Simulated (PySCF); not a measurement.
## Converging PbO⁺ in the basis (CCSD)

PySCF, UHF reference; doublet, unpaired electrons π ↑; De to Pb⁺ + O without counterpoise correction. Frozen cores follow the default of each basis and core potential.

```csv
basis,relativity,functions,Re (Å),ωe (cm⁻¹),De (eV),frozen orbitals
cc-pVDZ-PP/cc-pVDZ,scalar-relativistic core potentials,37,2.110,578,n/a,5
def2-SVP,scalar-relativistic core potentials,40,2.110,580,n/a,5
aug-cc-pVDZ-PP/aug-cc-pVDZ,scalar-relativistic core potentials,55,2.099,585,n/a,5
```

Q: How does each smaller set differ from the one with most functions, aug-cc-pVDZ-PP/aug-cc-pVDZ?

A: cc-pVDZ-PP/cc-pVDZ: +1.1 pm, -1.2 % in ωe; def2-SVP: +1.1 pm, -0.9 % in ωe. All at CCSD; the set with most functions is neither the basis-set limit nor always the best.

Correlated steps freeze 5 core orbitals. Spin–orbit coupling is left out, which matters for elements this heavy, above all for dissociation energies. The state is the lowest determinant that a PBE0 search found; another state may lie lower at other levels.
